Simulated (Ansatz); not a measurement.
Input and output for the cluster Cr2O⁺.

```yaml
crystal:
  periodic: [false, false, false]
  atoms:
    - {symbol: Cr, position_ang: [-1.771689, 2.533202, -1.519504]}
    - {symbol: Cr, position_ang: [-0.212706, -0.077478, 0.422428]}
    - {symbol: O, position_ang: [-1.047005, 1.318076, -0.614324]}
basis:
  gaussian: {orbitals: def2-mTZVPP, nuclear_model: gaussian}
total_charge: 1
magnetization: {spin_polarized: true, initial_magnetization: 1}
hamiltonian: {xc: {name: SVWN5}}
```

```sh
$ ansatz run in.yaml --threads 4 --pin off --events-out ev --progress --plain --max-ram 3916MiB
```

It prints (some lines left out):

```
Functional definition: SVWN5
835 factors; their error is unknown
mean field evaluation 1: about -58555.7228 eV, gradient 2.8e2 eV
mean field evaluation 2: about -55495.6408 eV, gradient 6.4e2 eV
mean field evaluation 4: about -57858.1538 eV, gradient 4.6e2 eV
mean field evaluation 8: about -58598.1296 eV, gradient 1.5e2 eV
mean field evaluation 16: about -58743.1926 eV, gradient 3.1e0 eV
mean field evaluation 32: about -58746.9048 eV, gradient 4.2e-2 eV
mean field evaluation 64: about -58746.9020 eV, gradient 3.7e-1 eV
mean field evaluation 96: about -58746.9030 eV, gradient 1.0e-2 eV
mean field evaluation 128: about -58717.7567 eV, gradient 5.7e1 eV
mean field evaluation 160: about -58746.9039 eV, gradient 3.2e-2 eV
mean field evaluation 192: about -58746.8752 eV, gradient 2.5e0 eV
mean field evaluation 224: about -58747.5889 eV, gradient 7.8e-2 eV
mean field evaluation 256: about -58747.1975 eV, gradient 1.8e0 eV
mean field evaluation 288: about -58747.5897 eV, gradient 1.0e-3 eV
mean field evaluation 320: about -58747.5897 eV, gradient 1.5e-4 eV
mean field evaluation 352: about -58747.5897 eV, gradient 2.2e-3 eV
mean field evaluation 384: about -58744.4715 eV, gradient 7.9e0 eV
mean field evaluation 416: about -58747.5897 eV, gradient 1.0e-3 eV
mean field evaluation 448: about -58741.5134 eV, gradient 3.2e1 eV
mean field evaluation 480: about -58747.5897 eV, gradient 2.9e-6 eV
mean field evaluation 512: about -58747.5897 eV, gradient 2.2e-5 eV
mean field evaluation 544: about -58745.1146 eV, gradient 9.7e0 eV
mean field evaluation 576: about -58747.2930 eV, gradient 1.7e0 eV
mean field -58747.58971407 eV, -2158.9341014454 hartree, gradient 3.2e-7 eV, S^2 4.646431; 23 other end points of the search recorded, 0 dependent functions left out
reference -58747.58976352 eV, -2158.9341032628 hartree; 28, 27 occupied and 62, 63 virtual orbitals, 835 factors
Total energy: -58747.58976352 eV, -2158.9341032628 hartree
```

Run time 48 s (4 threads of Arm Neoverse V2 on a shared host).

The charge 1 doublet is spin-contaminated (final ⟨S²⟩ up to 4.65, 0.75 for a pure state).
